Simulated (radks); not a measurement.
Effect of the nuclear size on the krypton ion Kr2+, [Ar] 3d10 4s2 4p4. Method: Dirac Kohn-Sham, exchange-only LDA, spin-unpolarised, spherical densities, finite nucleus; open shells are shared between the two j in proportion to 2j + 1; Fermi nuclear charge, rms radius 4.1884 fm; computed with a radial shooting solver on a logarithmic mesh with Libxc functionals. The rms radius is varied about that value; shifts are against it.

[
 {"rms radius (fm)": "3.4303", "total energy shift (eV)": "-0.206", "density at nucleus (e/bohr^3)": "4.997e+04", "1s1/2 shift (meV)": "-87.5", "2s1/2 shift (meV)": "-8.86", "3p1/2 shift (meV)": "0.139", "4s1/2 shift (meV)": "-0.171"},
 {"rms radius (fm)": "3.7863", "total energy shift (eV)": "-0.114", "density at nucleus (e/bohr^3)": "4.958e+04", "1s1/2 shift (meV)": "-48.4", "2s1/2 shift (meV)": "-4.90", "3p1/2 shift (meV)": "0.077", "4s1/2 shift (meV)": "-0.094"},
 {"rms radius (fm)": "4.1884", "total energy shift (eV)": "0", "density at nucleus (e/bohr^3)": "4.918e+04", "1s1/2 shift (meV)": "0.000", "2s1/2 shift (meV)": "0.000", "3p1/2 shift (meV)": "0.000", "4s1/2 shift (meV)": "0.000"},
 {"rms radius (fm)": "4.4732", "total energy shift (eV)": "0.0872", "density at nucleus (e/bohr^3)": "4.893e+04", "1s1/2 shift (meV)": "37.0", "2s1/2 shift (meV)": "3.75", "3p1/2 shift (meV)": "-0.059", "4s1/2 shift (meV)": "0.072"},
 {"rms radius (fm)": "5.202", "total energy shift (eV)": "0.334", "density at nucleus (e/bohr^3)": "4.834e+04", "1s1/2 shift (meV)": "142", "2s1/2 shift (meV)": "14.4", "3p1/2 shift (meV)": "-0.226", "4s1/2 shift (meV)": "0.277"}
]

Slopes of the eigenvalues against <r^2> in GHz/fm^2, as finite differences over the two radii next to the reference (eigenvalue slopes, not the field-shift constants of lines): 1s1/2 3640, 2s1/2 369, 3p1/2 -5.79, 4s1/2 7.10.
